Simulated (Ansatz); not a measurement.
`N#[C][GeH]([F])[Cl]` + `[SiH3]N[SiH3]` → `[F][GeH]([Cl])[N]([SiH3])[SiH3]` + `C#N` at 298.15 K and 1 bar (ligand exchange at a Ge–C bond).

Gas-phase electronic energies from Ansatz, PBE0-D4/def2-TZVP geometries. CCSD(T)/CBS adds triple-zeta CCSD(T) − MP2 to the extrapolated MP2 energy (def2 sets, frozen cores). This one scheme is used for every species. For Ge outer-core shells are correlated without core-valence functions, which leaves a few kJ/mol of doubt a bond. Scalar relativity is left out up to krypton. One conformer a species, not always the lowest.

```tsv
species	CCSD(T)/CBS energy (Eh)	H − E (kJ/mol)	S (J/(mol·K))
`N#[C][GeH]([F])[Cl]`	-2729.09452	72.0	342.2
`[SiH3]N[SiH3]`	-637.10515	192.6	335.6
`[F][GeH]([Cl])[N]([SiH3])[SiH3]`	-3272.89201	211.4	439.2
`C#N`	-93.32098	52.4	201.2
```

H − E and S are ideal-gas, rigid-rotor, harmonic terms from PBE0-D4/def2-TZVP, for one conformer and one mirror image of each species. 1 Eh = 2625.50 kJ/mol, R = 8.31446 J/(mol·K).

Task: By hand: ΔE, ΔH, ΔS and ΔG.

Result: ΔE = (-3272.89201) + (-93.32098) − (-2729.09452) − (-637.10515) = -0.01332 Eh = -35.0 kJ/mol. Δ(H − E) = 211.4 + 52.4 − 72.0 − 192.6 = -0.8, so ΔH = -35.8 kJ/mol. ΔS = 439.2 + 201.2 − 342.2 − 335.6 = -37.4 J/(mol·K). ΔG = -35.8 − 298.15 × (-37.4)/1000 = -24.6 kJ/mol.

Task: By hand: the equilibrium constant, and the temperature at which ΔG would vanish if ΔH and ΔS stayed fixed.

Result: log₁₀ K = −ΔG/(RT ln 10) = 4.3. ΔG = 0 at ΔH/ΔS = 957 K.

ΔH outweighs TΔS. A doubt of 5 kJ/mol in ΔE shifts log₁₀ K by 0.9 here. Other conformers and mirror images would add mixing entropy, several J/(mol·K) or more a flexible species. Modes under 60 cm⁻¹, often nearly free rotors, make the harmonic entropy too high. These are equilibria of isolated gas molecules and say nothing of rates. Largest T1 diagnostic: 0.014 (customary marks: 0.02 for closed shells, 0.045 for open ones).
